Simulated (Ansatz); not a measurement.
Cost and result for the atomization energy of `C[O][GeH2][I]` (9 atoms, 8 bonds).

Cartesian coordinates in Å:
```
C 0.746 -1.191 0.359
O 0.720 -0.016 -0.422
Ge -0.708 1.023 -0.270
I -0.283 2.941 -1.804
H 0.708 -0.974 1.435
H -0.080 -1.870 0.112
H 1.685 -1.707 0.149
H -1.960 0.259 -0.735
H -0.828 1.535 1.176
```

The species carries charge 0 and has multiplicity 1. Correlated methods include outer-core shells of Ge, I, which these sets cover unevenly. Scalar relativity is left out up to krypton. I: def2 effective core potential. Geometry: relaxed with PBE0-D4/def2-TZVP. It is one conformer, not always the lowest. Program: Ansatz. All runs use 4 threads of a server CPU on a shared host. Times are those of one run each, without the atoms' runs, and a repeat can differ threefold. Electronic energies, without spin–orbit coupling; frozen cores. CCSD(T)/CBS adds CCSD(T) − MP2 in def2-TZVPP to the MP2 limit, and its time is that of the two runs behind it. T1 = 0.010. With those shells the extrapolation isn't a true limit. HSE06 is the plane-wave form, built on full-range PBE exchange.

CCSD(T)/CBS is a level of theory with its own doubt, some kJ/mol a heavy atom from the limit and from the frozen cores, so smaller differences don't rank the functionals.

| level | functions | wall time |
| --- | --- | --- |
| LDA (SPW92)/def2-TZVPP | 230 | 4.8 s |
| BLYP-D4/def2-TZVPP | 230 | 5 s |
| PBE0-D4/def2-TZVPP | 230 | 10 s |
| BHLYP-D4/def2-TZVPP | 230 | 11 s |
| HSE06-D4/def2-TZVPP | 230 | 12 s |
| r2SCANh-D4/def2-TZVPP | 230 | 14 s |
| PBE-QIDH/def2-TZVPP | 230 | 17 s |
| ωB97X-V/def2-TZVPP | 230 | 20 s |
| ωB97M-V/def2-TZVPP (with forces) | 230 | 29 s |
| CCSD(T)/def2-SVP | 111 | 29 s |
| MP2/def2-QZVPP | 435 | 51 s |
| CCSD(T)/def2-TZVPP | 230 | 5.7 min |
| CCSD(T)/CBS(def2) | – | 6.6 min |

**Question.** What atomization energy does each give, and how far from CCSD(T)/CBS? (Estimate.)

**Answer.** Computed: 
| level | atomization (kJ/mol) | difference from CCSD(T)/CBS | per bond |
| --- | --- | --- | --- |
| LDA (SPW92)/def2-TZVPP | 3300.4 | 409.0 | 51.1 |
| BLYP-D4/def2-TZVPP | 2846.2 | -45.2 | -5.6 |
| PBE0-D4/def2-TZVPP | 2857.5 | -33.9 | -4.2 |
| BHLYP-D4/def2-TZVPP | 2779.1 | -112.3 | -14.0 |
| HSE06-D4/def2-TZVPP | 2859.3 | -32.1 | -4.0 |
| r2SCANh-D4/def2-TZVPP | 2859.8 | -31.6 | -4.0 |
| PBE-QIDH/def2-TZVPP | 2852.0 | -39.4 | -4.9 |
| ωB97X-V/def2-TZVPP | 2882.8 | -8.6 | -1.1 |
| ωB97M-V/def2-TZVPP (with forces) | 2857.9 | -33.5 | -4.2 |
| CCSD(T)/def2-SVP | 2699.8 | -191.6 | -24.0 |
| MP2/def2-QZVPP | 2899.2 | 7.8 | 1.0 |
| CCSD(T)/def2-TZVPP | 2817.7 | -73.7 | -9.2 |
| CCSD(T)/CBS(def2) | 2891.4 | 0.0 | 0.0 |

Leaving LDA and LC-ωPBE aside and taking each functional with its dispersion term where it has one, the values, not all of them listed here, spread over 126.3 kJ/mol, from BHLYP-D4 to PBE-D4. LDA lies +414.0 kJ/mol from PBE without D4, its usual overbinding. From r2SCAN to r2SCAN0 (25 % exact exchange), in def2-TZVPP and without D4, the atomization energy moves by −48.1 kJ/mol: exact exchange takes away binding that semilocal exchange gives to molecules. In def2-TZVPP, CCSD(T) changes the Hartree–Fock value by +770.2 kJ/mol (the triples alone add +45.3 kJ/mol) and MP2 by +808.5 kJ/mol; breaking electron pairs costs correlation energy, which Hartree–Fock lacks.

Spin–orbit coupling would lower the free I atoms strongly, and the atomization energy with them, by more than many differences here. For some Ge, Se and Sn compounds the MP2-based and the directly extrapolated limit differ by 10 to 25 kJ/mol.
